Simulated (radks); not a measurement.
Values are calculated unless marked as measured or tabulated.
Q: Isoelectronic series with 1 electrons, each ion in its NIST ground configuration. Code: a radial shooting solver on a logarithmic mesh with Libxc functionals. Model: scalar-relativistic Kohn-Sham, r2SCAN, spin-polarised, spherical densities, finite nucleus; open shells are filled with parallel spins first; meta-GGA in the generalised Kohn-Sham scheme; Fermi nuclear charge, rms radius of each element as measured or else 0.836 A^(1/3) + 0.57 fm. Total energies (hartree) and orbital eigenvalues (Ry):

| ion | configuration | E (hartree) | 1s up |
|---|---|---|---|
| H | 1s1 | -0.50018 | -0.58989 |
| He+ | 1s1 | -2.00027 | -3.17625 |
| Li2+ | 1s1 | -4.50072 | -7.76333 |
| Be3+ | 1s1 | -8.00191 | -14.35178 |
| B4+ | 1s1 | -12.50441 | -22.94268 |
| N6+ | 1s1 | -24.51640 | -46.13772 |
| O7+ | 1s1 | -32.02784 | -60.74563 |
| F8+ | 1s1 | -40.54445 | -77.36352 |
| Ne9+ | 1s1 | -50.06762 | -95.99410 |
| Mg11+ | 1s1 | -72.13997 | -139.3058 |

Estimate the row of C5+ (1s1).

A: E (hartree) -18.00894; 1s up -33.53742.
